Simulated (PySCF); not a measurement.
Mg(Cl)(NH2), H2ClMgN, SMILES [NH2][Mg][Cl], singlet at its CAM-B3LYP/def2-SVP optimised geometry (Å):

```
5

Mg     0.1407     0.0018     0.0000
Cl     2.3359     0.0018     0.0000
N     -1.7322     0.0006    -0.0029
H     -2.3356     0.5632     0.5907
H     -2.3359    -0.5632    -0.5950
```

Calculation: CAM-B3LYP/def2-TZVP (PySCF). Cells within 0.4 Å of a nucleus heavier than hydrogen are left out (blank, or x).

Map of the electron localisation function on the plane z = 0.0 Å:

```
|00000000000000000000000000000|
|00000000000000000000000000000|
|00000000000000000000000000000|
|00000000000000000000000000000|
|00000000000000000000000000000|
|00000000000000000000000000000|
|00000000000000000000000000000|
|00000000000000000000111000000|
|00000001112220000112333210000|
|00000123333441001344566542000|
|00002466556651000467888764200|
|00013688778840000488999986310|
|00003689999920550189989997410|
|00002478xx9906xx50892xx898520|
|00001367xx8908xx80891xx498620|
|00002478xx9906xx50892xx898520|
|00003689999920540289989997410|
|00003688778840000488999986310|
|00002466556651000467788764200|
|00000123333441001344566542000|
|00000001112220000112333210000|
|00000000000000000000111000000|
|00000000000000000000000000000|
|00000000000000000000000000000|
|00000000000000000000000000000|
|00000000000000000000000000000|
|00000000000000000000000000000|
|00000000000000000000000000000|
|00000000000000000000000000000|
```
Scale: ten equal steps from 0.000 (start of '0') to 0.885 (end of '9'), in the order '0123456789'; x runs from -4.50 to 4.50, y from -4.50 (bottom) to 4.50 (top).
